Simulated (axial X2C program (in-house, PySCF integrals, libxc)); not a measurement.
**Low determinants of YI at the PBE0 level, two-component**

Calculated with an in-house relativistic program for diatomic molecules. Two-component (2c) means X2C with spin–orbit coupling and atomic mean-field two-electron Coulomb and Gaunt terms. Basis: I dyall-v3z [11s12p8d1f], Y dyall-v3z [11s12p9d4f2g] (cores contracted in-house); Gaussian nuclei, density fitting, unrestricted open shells. Masses: I 126.904 u, Y 88.906 u.

Search at 2.774 Å (vertical energies from the lowest determinant):

```tsv
ΔE (eV)	state	electrons beyond evenly filled partner blocks	electrons in ±ω = 1/2, 3/2, 5/2, 7/2
0.00	Ω = 0	none	60 26 6 0
0.37	Ω = 1	ω = -1/2, ω = 3/2	59 27 6 0
0.42	Ω = 3	ω = 1/2, ω = 5/2	59 26 7 0
0.62	Ω = 2	ω = 1/2, ω = 3/2	59 27 6 0
0.87	Ω = 2	ω = -1/2, ω = 5/2	59 26 7 0
0.90	Ω = 1	2 × ω = 1/2	60 26 6 0
1.96	Ω = 1	ω = -3/2, ω = 5/2	58 27 7 0
```

Lowest determinant, Ω = 0 (closed shell): Re = 2.764 Å, ωe = 214.7 cm⁻¹.

The determinant in row 2 of the search, Ω = 1 (⟨Sz⟩ = -1.00, ⟨Lz⟩ = 2.00 at PBE0), was followed along the bond at PBE0; measured from the minimum of the lowest determinant it gives:

Te = 0.360 eV (2903 cm⁻¹), Re = 2.822 Å, ωe = 197.4 cm⁻¹.

Compare the bond of the determinant in row 2 with that of the lowest one.

At PBE0 its Re is 0.058 Å longer and its force constant, which goes as ωe², is 0.85 times that of the lowest determinant. T0 ≈ Te + Δωe/2 = 2903 + (-9) = 2894 cm⁻¹.

The search compares states at one distance, so a state with another bond length can lie lower; it is not exhaustive and yields mostly the lowest determinant of each block pattern, so other components and higher states of one pattern are missing. These are energies of single determinants, not of spin-adapted states; PBE0 term energies can be off by some tenths of an eV, and the functional has no current term. Open-shell Ω = 0 determinants with evenly filled partner blocks cannot be reached by this program, so the Ω shown need not be the lowest component. The lowest determinant need not be the ground state where others lie within half an eV.
